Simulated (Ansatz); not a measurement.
**Redistribution: C2H5Br + C3H8Si → C2H8Si + C3H5Br**

Species: C2H5Br (bromoethane) `CCBr`, singlet; C3H8Si `C=CC[SiH3]`, singlet; C2H8Si `CC[SiH3]`, singlet; C3H5Br (allyl bromide) `C=CCBr`, singlet. The partners trade Br for SiH3; both sit on C, so the bond types are kept.

Shapes, held fixed at every level: PBE0-D4/def2-TZVP. Flexible molecules stand in one conformer, not always the lowest. Programs: Ansatz 0.2.0. Electronic energies: no zero-point or thermal term.

Problem. Estimate ΔE of this reaction.

Solution. The highest level, CCSD(T)/def2-TZVPP, gives ΔE = +2.4 kJ/mol; the levels span +0.8 to +3.5. That is about zero within the method's error. The column of differences is taken from that level and isn't an error. No measured value is set beside it here. Relativity is left out for Br. Outer-core shells of Br are correlated in most correlated rows, in sets that cover them unevenly. Times are processor times on shared x86 and Arm servers, and rough.

| level | kind | ΔE (kJ/mol) | less CCSD(T)/def2-TZVPP | CPU time (sum over the molecules) |
| --- | --- | --- | --- | --- |
| HF/def2-TZVPP | Hartree–Fock | +0.8 | -1.6 | – |
| PBE-D4/def2-TZVPP | GGA | +1.2 | -1.2 | 20 s |
| r2SCAN-D4/def2-TZVPP | meta-GGA | +1.9 | -0.5 | 37 s |
| wB97M-V/def2-TZVPP | range-separated hybrid | +3.5 | +1.1 | 82 s |
| wB97X-V/def2-TZVPP | range-separated hybrid | +3.4 | +1.0 | 58 s |
| CCSD/def2-TZVPP | coupled cluster or CI | +2.4 | 0.0 | – |
| CCSD(T)/def2-TZVPP | coupled cluster or CI | +2.4 | 0.0 | 10 min |
